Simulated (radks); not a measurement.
Values are calculated unless marked as measured or tabulated.
Coulomb parameter of the 4d shell of the cadmium ion Cd2+ in the model configuration [Kr] 4d9 5p1, as a second difference U = [E(n + 0.5) + E(n - 0.5) - 2 E(n)] / (0.5)^2 with all orbitals relaxed. "Bare": the charge of the atom changes with n. "Screened": the 5p shell takes up the change at fixed total charge, which measures U(4d,4d) + U(5p,5p) - 2 U(4d,5p). Code: a radial shooting solver on a logarithmic mesh with Libxc functionals. Model: scalar-relativistic Kohn-Sham, r2SCAN, spin-unpolarised, spherical densities, finite nucleus; meta-GGA in the generalised Kohn-Sham scheme; Fermi nuclear charge, rms radius 4.6087 fm.

start: configuration [Kr] 4d9 5p1; E - E(n) (eV) 0.000
bare +0.5: configuration [Kr] 4d9.5 5p1; E - E(n) (eV) -16.477
bare -0.5: configuration [Kr] 4d8.5 5p1; E - E(n) (eV) 20.201
screened +0.5: configuration [Kr] 4d9.5 5p0.5; E - E(n) (eV) -9.733
screened -0.5: configuration [Kr] 4d8.5 5p1.5; E - E(n) (eV) 10.632

U(bare) = 14.896 eV, U(screened by 5p) = 3.597 eV, against the Slater integral F0(4d,4d) = 20.481 eV with frozen orbitals.
